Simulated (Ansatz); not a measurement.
Gas-phase electronic energies from Ansatz, PBE0-D4/def2-TZVP geometries. CBS: MP2 limit from def2 TZ/QZ plus the TZ coupled-cluster correction, frozen cores. This one scheme is used for every species. Functionals use def2-TZVPP. For Br outer-core shells are correlated without core-valence functions, which leaves a few kJ/mol of doubt a bond. Scalar relativity is left out up to krypton. One conformer a species, not always the lowest.

Reaction (hydrogenolysis of the Si–O bond): `O[SiH2]C(O)Br` + H₂ → `OC([SiH3])Br` + H₂O

```json
{"level": "LDA (SPW92)", "ΔE (kcal/mol)": "19.5"}
{"level": "PBE0", "ΔE (kcal/mol)": "16.8"}
```

Q: What does CCSD(T)/CBS give? (An estimate is asked.)

A: The calculation gave: +18.4 kcal/mol. The listed levels differ from it by 1.1, -1.6 kcal/mol.

Largest T1 diagnostic among the species: 0.011.

The D4 term adds +1.7 kcal/mol with B3LYP and +0.9 kcal/mol with PBE0; it sums over pairs of atoms, weighted by their polarisabilities, and B3LYP, whose exchange is more repulsive, gets the larger term. From r2SCAN to r2SCAN0 (25 % exact exchange), in def2-TZVPP and without D4, ΔE moves by −1.2 kcal/mol.

CCSD(T)/CBS has its own doubt, a few kJ/mol and more with outer-core shells, so smaller differences from it don't rank the levels.

B3LYP here is the variant with VWN-RPA as its local correlation; programs differ in this.
